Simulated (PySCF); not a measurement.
PySCF input (TPSSh/def2-TZVPD):

```python
from pyscf import gto, scf, dft

mol = gto.M(
    atom='''
    C     0.14388870   -0.07978109    1.14411330
    Br    0.90124617    1.39283035   -0.11631489
    Br   -0.92591281   -1.37915359   -0.07981882
    ''',
    basis='def2-tzvpd',
    charge=-1,
    spin=1,
    verbose=4,
)

mf = dft.UKS(mol, xc='tpssh').density_fit(auxbasis='def2-universal-jkfit')
mf.grids.level = 3
mf.conv_tol = 1e-9
mf.max_cycle = 100
mf.max_memory = 1500
mf.kernel()
if not mf.converged:
    mf = mf.newton()
    mf.kernel(mf.make_rdm1())
for _ in range(2):
    mo, _, stable, _ = mf.stability(return_status=True)
    if stable:
        break
    mf.kernel(mf.make_rdm1(mo, mf.mo_occ))
mf.analyze()
```

End of the output:

```
Extra cycle  E= -5186.22703283099  delta_E= -1e-11  |g|= 6.35e-06  |ddm|= 1.23e-05
converged SCF energy = -5186.22703283099  <S^2> = 0.75703333  2S+1 = 2.007021
uhf_internal: lowest eigs of H = [0.14222324 0.19927381 0.20374579]
<class 'pyscf.df.df_jk.DFUKS'> wavefunction is stable in the internal stability analysis
**** SCF Summaries ****
Total Energy =                       -5186.227032830985991
Nuclear Repulsion Energy =             302.039930616909373
One-electron Energy =                -7833.736406066685049
Two-electron Energy =                 2345.469442618790254
Two-electron Coulomb Energy =         2533.422256278086934
DFT Exchange-Correlation Energy =     -187.952813659296538
HOMO-LUMO gap [eV] =                     3.324350444913375
**** MO energy ****
                             alpha | beta                alpha | beta
MO #1   energy= -482.361759780506  | -482.361649608721  occ= 1 | 1
MO #2   energy= -482.3617551694    | -482.361644993292  occ= 1 | 1
MO #3   energy= -62.0752771460519  | -62.0752144579096  occ= 1 | 1
MO #4   energy= -62.075273028023   | -62.0752103389955  occ= 1 | 1
MO #5   energy= -55.8610313236299  | -55.8610139742539  occ= 1 | 1
MO #6   energy= -55.8610259067791  | -55.8610085578305  occ= 1 | 1
MO #7   energy= -55.85874605908    | -55.8584778683203  occ= 1 | 1
MO #8   energy= -55.8587414412482  | -55.8584728823292  occ= 1 | 1
MO #9   energy= -55.8585125901077  | -55.8584541336766  occ= 1 | 1
MO #10  energy= -55.8585075960403  | -55.8584495106458  occ= 1 | 1
MO #11  energy= -10.010752408572   | -9.99569259064747  occ= 1 | 1
MO #12  energy= -8.42152410455703  | -8.42134766785774  occ= 1 | 1
MO #13  energy= -8.42152035574016  | -8.42134387682769  occ= 1 | 1
MO #14  energy= -6.24057306533376  | -6.24055921486066  occ= 1 | 1
MO #15  energy= -6.24057046614396  | -6.24055660159957  occ= 1 | 1
MO #16  energy= -6.23348216495053  | -6.23294260439842  occ= 1 | 1
MO #17  energy= -6.23347747698913  | -6.23293790890299  occ= 1 | 1
MO #18  energy= -6.23293431106814  | -6.23286585325637  occ= 1 | 1
MO #19  energy= -6.23293071155409  | -6.23286223534379  occ= 1 | 1
MO #20  energy= -2.36438446768069  | -2.36430320134142  occ= 1 | 1
MO #21  energy= -2.36437164826402  | -2.36429101916433  occ= 1 | 1
MO #22  energy= -2.36261698318541  | -2.36224078723278  occ= 1 | 1
MO #23  energy= -2.36260647783237  | -2.36223104745246  occ= 1 | 1
MO #24  energy= -2.36220983897394  | -2.36221004596094  occ= 1 | 1
MO #25  energy= -2.36219659455128  | -2.36219690031291  occ= 1 | 1
MO #26  energy= -2.35669733104496  | -2.35633985047413  occ= 1 | 1
MO #27  energy= -2.35669276450183  | -2.35633582749106  occ= 1 | 1
MO #28  energy= -2.35668875034928  | -2.35633274191376  occ= 1 | 1
MO #29  energy= -2.35668656629642  | -2.35633031461124  occ= 1 | 1
MO #30  energy= -0.579248125845279 | -0.572160417363602 occ= 1 | 1
MO #31  energy= -0.541666320248094 | -0.539950556516089 occ= 1 | 1
MO #32  energy= -0.353240641850032 | -0.318069401244561 occ= 1 | 1
MO #33  energy= -0.165837694000778 | -0.161885875169236 occ= 1 | 1
MO #34  energy= -0.136259080529946 | -0.131336597380256 occ= 1 | 1
MO #35  energy= -0.134600107721448 | -0.115507391436686 occ= 1 | 1
MO #36  energy= -0.0962548097204892 | -0.0909977173103192 occ= 1 | 1
MO #37  energy= -0.0794547141112564 | -0.0789739187520333 occ= 1 | 1
MO #38  energy= -0.0572010962623253 | -0.0464848285874311 occ= 1 | 1
MO #39  energy= -0.0020340470368545 | 0.12013357950264   occ= 1 | 0
MO #40  energy= 0.113402360098007  | 0.121288460203359  occ= 0 | 0
MO #41  energy= 0.122440442281901  | 0.123796426076651  occ= 0 | 0
MO #42  energy= 0.141887803319505  | 0.148009188176434  occ= 0 | 0
MO #43  energy= 0.158266373662117  | 0.159832397571567  occ= 0 | 0
MO #44  energy= 0.161121084303845  | 0.161635683369438  occ= 0 | 0
MO #45  energy= 0.162677508716455  | 0.164782404974972  occ= 0 | 0
MO #46  energy= 0.17078559556825   | 0.171606426039379  occ= 0 | 0
MO #47  energy= 0.183050415763956  | 0.189532790388528  occ= 0 | 0
MO #48  energy= 0.201986667078591  | 0.205245785464206  occ= 0 | 0
MO #49  energy= 0.254754154008458  | 0.256456184614239  occ= 0 | 0
MO #50  energy= 0.264600766836987  | 0.265655982953502  occ= 0 | 0
MO #51  energy= 0.272919006877668  | 0.274731635083432  occ= 0 | 0
MO #52  energy= 0.276428353674252  | 0.27787282613414   occ= 0 | 0
MO #53  energy= 0.304226687538222  | 0.306497665009727  occ= 0 | 0
MO #54  energy= 0.304965650962366  | 0.317774479405644  occ= 0 | 0
MO #55  energy= 0.317247400569363  | 0.321636310866564  occ= 0 | 0
MO #56  energy= 0.320070193862572  | 0.321645249016714  occ= 0 | 0
MO #57  energy= 0.324728859452563  | 0.326300054531702  occ= 0 | 0
MO #58  energy= 0.352771995266777  | 0.354908425034364  occ= 0 | 0
MO #59  energy= 0.35963068293383   | 0.361107339061366  occ= 0 | 0
MO #60  energy= 0.371231891845276  | 0.372083313364171  occ= 0 | 0
MO #61  energy= 0.398238126578558  | 0.40733495424688   occ= 0 | 0
MO #62  energy= 0.40789685034398   | 0.418056864439152  occ= 0 | 0
MO #63  energy= 0.439875120454225  | 0.440502839231431  occ= 0 | 0
MO #64  energy= 0.471251891781208  | 0.479261279996182  occ= 0 | 0
MO #65  energy= 0.495068398259319  | 0.496426680127259  occ= 0 | 0
MO #66  energy= 0.497556345552787  | 0.505916379536602  occ= 0 | 0
MO #67  energy= 0.530854655816107  | 0.537565949295526  occ= 0 | 0
MO #68  energy= 0.568657513705593  | 0.572682974854928  occ= 0 | 0
MO #69  energy= 0.57589328670434   | 0.578633015716152  occ= 0 | 0
MO #70  energy= 0.578314541416241  | 0.580419995891028  occ= 0 | 0
MO #71  energy= 0.580737040101654  | 0.582897770724801  occ= 0 | 0
MO #72  energy= 0.589993193420293  | 0.600543009664086  occ= 0 | 0
MO #73  energy= 0.595885383122431  | 0.608179121722146  occ= 0 | 0
MO #74  energy= 0.612998820719375  | 0.626236906306089  occ= 0 | 0
MO #75  energy= 0.624551402618729  | 0.627757440004456  occ= 0 | 0
MO #76  energy= 0.641375752958662  | 0.642082436605949  occ= 0 | 0
MO #77  energy= 0.64144142598157   | 0.643813948013478  occ= 0 | 0
MO #78  energy= 0.650545360717681  | 0.654064557934894  occ= 0 | 0
MO #79  energy= 0.670118717984536  | 0.672765746812363  occ= 0 | 0
MO #80  energy= 0.680847160827029  | 0.688400086216609  occ= 0 | 0
MO #81  energy= 0.686183782867998  | 0.69571349397806   occ= 0 | 0
MO #82  energy= 0.699118247118995  | 0.706353215906717  occ= 0 | 0
MO #83  energy= 0.711143931126679  | 0.713346188884922  occ= 0 | 0
MO #84  energy= 0.760974258225041  | 0.766964046039867  occ= 0 | 0
MO #85  energy= 0.798431589433136  | 0.80313716439889   occ= 0 | 0
MO #86  energy= 1.03889335513129   | 1.07543065405441   occ= 0 | 0
MO #87  energy= 1.06673385439138   | 1.09533413964925   occ= 0 | 0
MO #88  energy= 1.09158006732142   | 1.12621734227174   occ= 0 | 0
MO #89  energy= 1.13220129227758   | 1.15149208058202   occ= 0 | 0
MO #90  energy= 1.15098906660741   | 1.15475747040362   occ= 0 | 0
MO #91  energy= 1.37628147083448   | 1.3793667834399    occ= 0 | 0
MO #92  energy= 1.38847404733173   | 1.39727402410808   occ= 0 | 0
MO #93  energy= 1.55379360852465   | 1.56404334915158   occ= 0 | 0
MO #94  energy= 1.58245888983852   | 1.58863373530508   occ= 0 | 0
MO #95  energy= 1.59772831800611   | 1.61415358724753   occ= 0 | 0
MO #96  energy= 1.61012378000994   | 1.61979450005519   occ= 0 | 0
MO #97  energy= 1.63815376898939   | 1.64145918722805   occ= 0 | 0
MO #98  energy= 1.65544684863517   | 1.6685746981907    occ= 0 | 0
MO #99  energy= 1.66618584333694   | 1.67104099486592   occ= 0 | 0
MO #100 energy= 1.67298414635879   | 1.6809043007807    occ= 0 | 0
MO #101 energy= 1.67856645226096   | 1.6831455972808    occ= 0 | 0
MO #102 energy= 1.69683173924723   | 1.69867902179759   occ= 0 | 0
MO #103 energy= 1.70004674529627   | 1.7017829913272    occ= 0 | 0
MO #104 energy= 1.70500613426625   | 1.70961439831249   occ= 0 | 0
[...]
```
